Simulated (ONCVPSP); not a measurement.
## Cutoff test, N (Z = 7), ONCV

```
Element                 : nitrogen
Generator               : ONCVPSP 4.0.1
Type                    : optimised norm-conserving Vanderbilt (ONCV)
Functional              : LDA (Perdew-Wang 92)
Relativity              : scalar-relativistic
Frozen core             : [He]
Valence charge          : 5
Reference configuration : 2s2 2p2 (charge +1)
Partial waves           : 2s: rc 0.75 bohr, ncon 4, nbas 7, qcut 8.2 1/bohr, 1 projector; 2p: rc 1.75 bohr, ncon 3, nbas 7, qcut 9.3 1/bohr, 3 projectors, debl 2.5 Ha
Local potential         : polynomial inside 0.45 bohr (lpopt 5, dvloc0 0 Ha)
Core correction         : Teter function fitted to the true core (icmod 2), fcfact 0.2
```

**Question.** For each optimised wave give the share of its norm inside rc, the residual kinetic energy above qcut (Ha) and the cutoffs (Ha) for errors of 10, 1, 0.1 and 0.01 mHa per electron.

**Answer.**

```csv
wave,norm inside rc,residual KE,10 mHa,1 mHa,0.1 mHa,0.01 mHa
2s,0.160,6.2e-04,19.9,30.3,184.8,232.0
2p,0.801,6.5e-09,18.5,24.6,29.7,33.9
p projector 2,0.160,8.0e-08,20.1,26.8,32.2,36.5
p projector 3,0.138,1.3e-06,23.9,30.3,35.8,40.0
```

The occupied waves need 30 Ha and 185 Ha for 1 and 0.1 mHa. Its largest configuration-test error is +566 meV.
